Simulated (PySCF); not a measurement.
Si(Cl)2(GeH3)(OH) (Cl2GeH4OSi), SMILES O[Si](Cl)(Cl)[GeH3]. The structure is a stationary point at B3LYP-D3(BJ)/def2-SVP. Other conformers were not sampled.

Problem. Give the equilibrium geometry at B3LYP-D3(BJ)/def2-SVP (PySCF confirms it by a frequency run) as bond lengths and angles, and its point group. (The exact figures need the calculation; the answer reports its results.)

Solution. Several could match; the one computed here: point group Cs.
Atoms: O1 Si2 Cl3 Cl4 Ge5 H6 H7 H8 H9. Bonds (Å): O1–Si2 1.651, O1–H6 0.967, Si2–Cl3 2.081, Si2–Cl4 2.081, Si2–Ge5 2.371, Ge5–H7 1.540, Ge5–H8 1.539, Ge5–H9 1.540. Bond angles (°): Si2–O1–H6 118.5, O1–Si2–Cl3 110.0, O1–Si2–Cl4 110.0, O1–Si2–Ge5 109.0, Cl3–Si2–Cl4 106.7, Cl3–Si2–Ge5 110.5, Cl4–Si2–Ge5 110.5, Si2–Ge5–H7 109.8, Si2–Ge5–H8 108.4, Si2–Ge5–H9 109.8, H7–Ge5–H8 109.5, H7–Ge5–H9 109.8, H8–Ge5–H9 109.5.
Charge 0, spin multiplicity 1.
